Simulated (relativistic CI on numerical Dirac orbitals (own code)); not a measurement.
## Level scheme of Pt³²⁺

These numbers are calculated, not measured: Dirac-Coulomb-Breit CI, orbitals from a KLI potential per configuration, model QED (radiative potential, 1s self-energy scaled to tabulated hydrogen-like ionisation energies), unscaled Slater integrals (own radial code, finite nucleus).

CI space (outside the closed core [Ar] 3d10): 4s2 4p6 4d10, 4s2 4p6 4d9 4f, 4s2 4p5 4d10 4f, 4s 4p6 4d10 4f, 4s2 4p6 4d9 5s, 4s2 4p6 4d9 5p, 4s2 4p6 4d9 5d, 4s2 4p5 4d10 5s, 4p6 4d10 4f2, 4p6 4d9 4f3, 4p5 4d10 4f3, 4p6 4d9 4f2 5s, 4p6 4d9 4f2 5p, 4p6 4d9 4f2 5d. Double excitations out of closed p, d and f shells are left out; levels of such configurations are missing from the list, as are those of other unlisted configurations, and high levels can miss mixing partners. These lack a partner that the ground configuration has and come out too high: 4s2 4p5 4d10 5s.

| No. | Configuration | Term | J | E (eV) | % | Next component (%) | Lifetime (s) | jj configuration (%) |
| --- | --- | --- | --- | --- | --- | --- | --- | --- |
| 1 | 4s2 4p6 4d10 | 1S | 0 | 0.000 | 100 |  |  | closed (100) |
| 2 | 4s2 4p6 4d9 4f | 3P° | 0 | 209.787 | 100 |  |  | 4d5/2^5 4f5/2 (100) |
| 3 | 4s2 4p6 4d9 4f | 3P° | 1 | 212.434 | 84 | 16 3D° | 1.99e-09 | 4d5/2^5 4f5/2 (85) |
| 4 | 4s2 4p6 4d9 4f | 3D° | 2 | 217.300 | 46 | 43 3P° | 5.19e-05 | 4d5/2^5 4f5/2 (75) |
| 5 | 4s2 4p6 4d9 4f | 3H° | 5 | 217.445 | 59 | 38 1H° |  | 4d5/2^5 4f5/2 (99) |
| 6 | 4s2 4p6 4d9 4f | 3H° | 6 | 220.799 | 100 |  | 3.79e-03 | 4d5/2^5 4f7/2 (100) |
| 7 | 4s2 4p6 4d9 4f | 3F° | 3 | 220.855 | 58 | 26 3D° | 5.07e-03 | 4d5/2^5 4f5/2 (90) |
| 8 | 4s2 4p6 4d9 4f | 3G° | 4 | 221.733 | 46 | 19 1G° | 3.88e-03 | 4d5/2^5 4f5/2 (97) |
| 9 | 4s2 4p6 4d9 4f | 1D° | 2 | 222.211 | 49 | 29 3F° | 1.59e-05 | 4d5/2^5 4f7/2 (73) |
| 10 | 4s2 4p6 4d9 4f | 3F° | 4 | 226.070 | 64 | 30 1G° | 8.23e-04 | 4d5/2^5 4f7/2 (97) |
| 11 | 4s2 4p6 4d9 4f | 3G° | 5 | 228.018 | 78 | 20 1H° | 5.06e-04 | 4d5/2^5 4f7/2 (99) |
| 12 | 4s2 4p6 4d9 4f | 3D° | 3 | 229.021 | 43 | 39 1F° | 1.92e-04 | 4d5/2^5 4f7/2 (88) |
| 13 | 4s2 4p6 4d9 4f | 3D° | 1 | 230.850 | 83 | 15 3P° | 1.09e-11 | 4d5/2^5 4f7/2 (45) |
| 14 | 4s2 4p6 4d9 4f | 3H° | 4 | 238.571 | 74 | 19 1G° | 1.35e-05 | 4d3/2^3 4d5/2^6 4f5/2 (96) |
| 15 | 4s2 4p6 4d9 4f | 1D° | 2 | 240.032 | 51 | 25 3F° | 1.20e-05 | 4d3/2^3 4d5/2^6 4f5/2 (72) |
| 16 | 4s2 4p6 4d9 4f | 3D° | 2 | 243.070 | 48 | 35 3F° | 1.27e-05 | 4d3/2^3 4d5/2^6 4f7/2 (71) |
| 17 | 4s2 4p6 4d9 4f | 1H° | 5 | 245.535 | 43 | 38 3H° | 1.03e-05 | 4d3/2^3 4d5/2^6 4f7/2 (99) |
| 18 | 4s2 4p6 4d9 4f | 3G° | 3 | 245.877 | 72 | 14 3F° | 1.12e-05 | 4d3/2^3 4d5/2^6 4f5/2 (84) |
| 19 | 4s2 4p6 4d9 4f | 1F° | 3 | 249.044 | 45 | 29 3D° | 1.04e-05 | 4d3/2^3 4d5/2^6 4f7/2 (83) |
| 20 | 4s2 4p6 4d9 4f | 3G° | 4 | 249.559 | 48 | 32 1G° | 1.12e-05 | 4d3/2^3 4d5/2^6 4f7/2 (98) |
| 21 | 4s2 4p6 4d9 4f | 1P° | 1 | 286.099 | 98 | 2 3D° | 1.46e-13 | 4d3/2^3 4d5/2^6 4f5/2 (55) |
| 22 | 4s2 4p5 4d10 4f | 3D | 1 | 432.369 | 100 |  | 8.43e-13 | 4p3/2^3 4f5/2 (100) |
| 23 | 4s2 4p6 4d9 5s | 3D | 3 | 434.232 | 100 |  | 2.09e-09 | 4d5/2^5 5s (100) |
| 24 | 4s2 4p6 4d9 5s | 1D | 2 | 435.353 | 55 | 44 3D | 6.46e-11 | 4d5/2^5 5s (98) |
| 25 | 4s2 4p5 4d10 4f | 3D | 2 | 436.511 | 73 | 25 3F | 8.41e-13 | 4p3/2^3 4f5/2 (78) |
| 26 | 4s2 4p5 4d10 4f | 3G | 4 | 437.548 | 57 | 38 1G | 8.21e-13 | 4p3/2^3 4f5/2 (100) |
| 27 | 4s2 4p5 4d10 4f | 3G | 5 | 440.516 | 100 |  | 8.29e-13 | 4p3/2^3 4f7/2 (100) |
| 28 | 4s2 4p5 4d10 4f | 3F | 3 | 440.670 | 57 | 20 3G | 8.14e-13 | 4p3/2^3 4f5/2 (94) |
| 29 | 4s2 4p5 4d10 4f | 1F | 3 | 444.024 | 53 | 36 3D | 8.29e-13 | 4p3/2^3 4f7/2 (93) |
| 30 | 4s2 4p5 4d10 4f | 3F | 4 | 447.627 | 68 | 28 1G | 8.06e-13 | 4p3/2^3 4f7/2 (100) |

Energies count from the lowest computed level; ° marks odd parity; lifetimes are radiative, by E1, M1, E2, M2, E3 decay to levels of this space only; some are left blank where a channel outside the calculation adds to the decay or the decay crosses a small, uncertain gap. Filled j subshells are mostly left out of the jj labels.

The mean weight of the leading LS term, summed over parents, in these 30 levels is 68 %, and that of the leading jj configuration (from the same eigenvectors) 89 %, so jj coupling describes them better and the LS labels are nominal.

At this charge energies of transitions that change n are usually good to better than 1 %, and those within a shell (Δn = 0) to a few per cent.

LS names give the leading component of a level, which can be under half, so a name can repeat, a term be missing and a line seem to break the LS rules.
